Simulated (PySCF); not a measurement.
**Sn+ (tin, charge +1): M06-2X calculation**

Configuration: [Kr] 4d10 5s1 5p1 6s1, high-spin 4P determinant (an excited configuration). Calculation: PySCF 2.14, in aug-cc-pVDZ-PP with ECP28MDF (5s4p3d, 32 functions); a scalar-relativistic core potential.

| Item | Value |
| --- | --- |
| Total energy | -213.4306 hartree |
| One-electron energy | -365.4633 hartree |
| Hartree (Coulomb) energy | 169.6310 hartree |
| Exchange-correlation energy | -17.5983 hartree |
| ⟨S²⟩ | 3.7501 |
| ⟨L²⟩ | 2.306 |
| Sum of ⟨r⟩ | 28.39 bohr |
| Sum of ⟨r²⟩ | 68.15 bohr² |
| Traceless quadrupole moment −½Σ⟨3z² − r²⟩ along its main axis | 1.37 e·bohr² |

| shell | electrons | mean orbital energy (hartree) | spread (hartree) | rms radius, mean of both spins (bohr) |
| --- | --- | --- | --- | --- |
| 4s α | 1 | -5.82314 | 0 | 0.879 |
| 4s β | 1 | -5.80681 | 0 | 0.879 |
| 4p α | 3 | -4.13355 | 0.01342 | 0.953 |
| 4p β | 3 | -4.12102 | 0.02205 | 0.953 |
| 4d α | 5 | -1.64041 | 0.01425 | 1.17 |
| 4d β | 5 | -1.62462 | 0.02562 | 1.17 |
| 5s α | 1 | -0.91110 | 0 | 2.36 |
| 5p α | 1 | -0.59740 | 0 | 2.88 |
| 6s α | 1 | -0.26649 | 0 | 5.79 |

Energies and moments cover only the electrons outside the core potential. The outer electron is Rydberg-like, and this basis confines it to a smaller radius and binds it less than a complete one would.
